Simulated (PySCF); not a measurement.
Precursor series Hf Cl-OH. Gas-phase values, no solvent. One relaxed conformer stands for each flexible species; it need not be the lowest.

Quantity: redistribution energy (mixed species minus the weighted end members), in kcal/mol.

A: 1 of 4 Cl replaced by OH: [Hf(Cl)3(OH)]
B: 3 of 4 Cl replaced by OH: [Hf(Cl)(OH)3]
C: 2 of 4 Cl replaced by OH: [Hf(Cl)2(OH)2]

Task: Put the candidates in order of redistribution energy (mixed species minus the weighted end members), lowest first, for M06-2X/6-31G* (LANL2DZ on Hf) // BP86-D3(BJ)/def2-SVP (PySCF).

Result: C (-6.99 kcal/mol), B (-5.65 kcal/mol), A (-4.74 kcal/mol)
